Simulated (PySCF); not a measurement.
# Radial density of Al (aluminium, neutral)

UHF, [Ne] 3s1 3p1 4s1, high-spin 4P determinant (an excited configuration). All numbers are calculated (PySCF 2.14, scalar relativity by spin-free X2C-1e, in x2c-TZVPPall with one added diffuse shell each of s, p, d type (6s6p4d1f, 51 functions)).

```tsv
r (bohr)	4πr²ρ (e/bohr)	4πr²(ρα − ρβ)
0.00227	0.09512	0.0002
0.00382	0.2554	0.0006
0.00643	0.6559	0.0015
0.0108	1.626	0.0038
0.0182	3.739	0.0087
0.0306	7.599	0.0174
0.0515	12.47	0.0273
0.0866	14.52	0.0278
0.146	10.74	0.0227
0.245	8.784	0.0843
0.412	12.61	0.1654
0.693	8.835	0.0106
1.17	1.952	0.2347
1.96	0.9284	0.8780
3.30	0.4968	0.4967
5.55	0.2246	0.2246
9.33	0.08444	0.0844
15.7	0.0002383	0.0002
```

Densities and radii are taken from the X2C orbitals without a picture-change correction, which distorts them close to the nucleus.

The outer electron is Rydberg-like, and this basis confines it to a smaller radius and binds it less than a complete one would.
